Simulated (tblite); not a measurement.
Isomers of C8H6S. Method: GFN2-xTB as coded in tblite; computed harmonic values from a numerical Hessian at the method's own geometry, unscaled. Against measured fundamentals such values can be off by several per cent, at times by over 20. One conformer each.

Electronic energies: GFN2-xTB at the same geometries; isomer energies are rough at this level and their order can be wrong.

```csv
SMILES,"electronic energy, lowest = 0 (kcal/mol)"
c1ccc2cscc2c1,9.7
c1ccc2sccc2c1,0.0
C#Cc1cc(C=C)cs1,64.8
```

Q: How do GFN2-xTB zero-point energies change the relative energies?

A: 
| SMILES | ZPE (kcal/mol) | of it from modes above 1550 cm⁻¹ | electronic (kcal/mol) | with ZPE, lowest = 0 (kcal/mol) | lowest mode (cm⁻¹) | rings |
| --- | --- | --- | --- | --- | --- | --- |
| c1ccc2sccc2c1 | 69.5 | 31.2 | 0.0 | 0.0 | 180 | 2 |
| c1ccc2cscc2c1 | 69.2 | 29.0 | 9.7 | 9.4 | 163 | 2 |
| C#Cc1cc(C=C)cs1 | 66.3 | 32.8 | 64.8 | 61.6 | 69 | 1 |

The zero-point energies span 3.2 kcal/mol, from `C#Cc1cc(C=C)cs1` to `c1ccc2sccc2c1`. The order is unchanged.

Q: What do entropy and thermal enthalpy add at 298.15 K and 1 bar (rigid rotor, harmonic oscillator, one conformer each)?

A: 
| SMILES | point group | symmetry number | S (cal/(mol K)) | H − H(0) (kcal/mol) | ZPE + H − H(0) − TS (kcal/mol) |
| --- | --- | --- | --- | --- | --- |
| c1ccc2sccc2c1 | Cs | 1 | 82.0 | 4.84 | 49.9 |
| c1ccc2cscc2c1 | C2v | 2 | 80.7 | 4.86 | 50.0 |
| C#Cc1cc(C=C)cs1 | Cs | 1 | 92.9 | 6.21 | 44.8 |
